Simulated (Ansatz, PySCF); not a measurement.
Gas-phase reaction (SMILES): CO[Si](Cl)(OC)OC [chloro(trimethoxy)silane] + S (H2S) -> CO[Si](S)(OC)OC + Cl (HCl); hydrogen sulfide cleaves one Si-Cl bond, a model of a ligand-exchange step.

Each molecule is optimised on its own at B3LYP-D3(BJ)/def2-TZVP (Ansatz, a quantum-chemistry and plane-wave program), one conformer each, not searched for the lowest. Correlated levels leave the core frozen unless marked. No spin-orbit coupling. Non-relativistic. CBS(X,Y): correlation extrapolated as X^-3; Hartree-Fock from the larger set. The bracket is a focal-point correction in the basis named. Thermal terms are rigid-rotor harmonic-oscillator values from B3LYP-D3(BJ) frequencies (Ansatz or PySCF) at 298.15 K and 1 atm. 1 Eh = 627.5095 kcal/mol.

| species | E, RI-MP2/CBS(aug-cc-pV(T+d)Z,aug-cc-pV(Q+d)Z)+[CCSD(T)-MP2]/aug-cc-pV(T+d)Z (Ansatz) (Eh) | E, r2SCAN-D4/def2-TZVPD (Ansatz + dftd4) (Eh) | H - E (Eh) |
|---|---|---|---|
| CO[Si](Cl)(OC)OC | -1094.12498 | -1095.21538 | 0.14346 |
| S (H2S) | -398.97028 | -399.37410 | 0.01881 |
| CO[Si](S)(OC)OC | -1032.69830 | -1033.78501 | 0.15199 |
| Cl (HCl) | -460.37874 | -460.78611 | 0.01000 |

Task: Work out ΔE and ΔH at 298.15 K at the first level, then ΔH at the second.

Result: 
1. ΔE = [(-1032.69830) + (-460.37874)] - [(-1094.12498) + (-398.97028)] = 0.01822 Eh = 11.4 kcal/mol at RI-MP2/CBS(aug-cc-pV(T+d)Z,aug-cc-pV(Q+d)Z)+[CCSD(T)-MP2]/aug-cc-pV(T+d)Z.
2. The terms H - E add up to -0.00028 Eh, so ΔH = (0.01822 + (-0.00028))×627.5095 = 11.3 kcal/mol.
3. At r2SCAN-D4/def2-TZVPD the same steps give ΔE = 11.5 and ΔH = 11.3 kcal/mol, a shift of +0.0 from the first level.
4. These values are not checked against measurement here, since the tables used lack a sound gas-phase enthalpy of formation for at least one species.
